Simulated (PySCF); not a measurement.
How the method changes the constants of GeH

State: ²Π (doublet), unpaired electrons π ↑. Set-up: basis Ge def2-TZVPP, H def2-TZVPP; no relativity; PySCF 2.14. De refers to Ge + H in their high-spin ground configurations, without counterpoise correction. The functionals are run spin-unrestricted. A positive dipole means Ge(−)H(+).

```tsv
Level	Re (Å)	ωe (cm⁻¹)	De (eV)	μ (D)	CPU s a point (SCF and correlation, without the integrals)
UHF	1.590	1989	1.99	0.01	0.6
UHF-MP2	1.579	1977	2.73	n/a	0.87
UHF-SCS-MP2	1.584	1958	2.85	n/a	n/a
UHF-CCSD	1.590	1921	2.89	n/a	n/a
UHF-CCSD(T)	1.592	1908	2.91	n/a	13
PBE	1.618	1823	2.92	-0.22	0.78
TPSS	1.606	1869	3.08	-0.17	1.2
r²SCAN	1.597	1898	2.95	-0.10	1.2
M06-L	1.605	1894	3.02	-0.15	1.2
r²SCANh	1.594	1916	2.94	-0.09	1.4
B3LYP	1.606	1867	3.02	-0.24	1
PBE0	1.602	1899	2.88	-0.12	1.3
ωB97M-V	1.593	1926	2.97	-0.16	4.9
```

Q: Which functional lies closest to UHF-CCSD(T) in De, which farthest, and by how much do they differ from it?

A: Closest is PBE (+2.6 pm in Re, -4.5 % in ωe, +0.01 eV in De against UHF-CCSD(T) in the same basis), farthest TPSS (+1.4 pm in Re, -2.0 % in ωe, +0.17 eV in De). CCSD(T) converges more slowly with the basis than the functionals do and binds too weakly in this one, so the order can change at the basis-set limit.

Q: What does a quarter of exact exchange do here, going from PBE to PBE0?

A: PBE0 less PBE: -1.6 pm in Re, +4.2 % in ωe, -0.04 eV in De. Exact exchange removes part of the self-interaction that spreads semilocal densities, and in most molecules shortens and stiffens the bond and lowers De; so it does here.

Q: What does the step from GGA to meta-GGA do here, going from PBE to r²SCAN?

A: r²SCAN less PBE: -2.1 pm in Re, +4.1 % in ωe, +0.03 eV in De. 

Correlated steps freeze 9 core orbitals. Spin–orbit coupling is left out. The state was picked by a PBE0 search and need not be the measured ground state.

The whole job (state search and all levels along the bond) took about 4.8 min on 1 thread of Arm Neoverse V1 (shared host), peak memory 1.1 GiB.
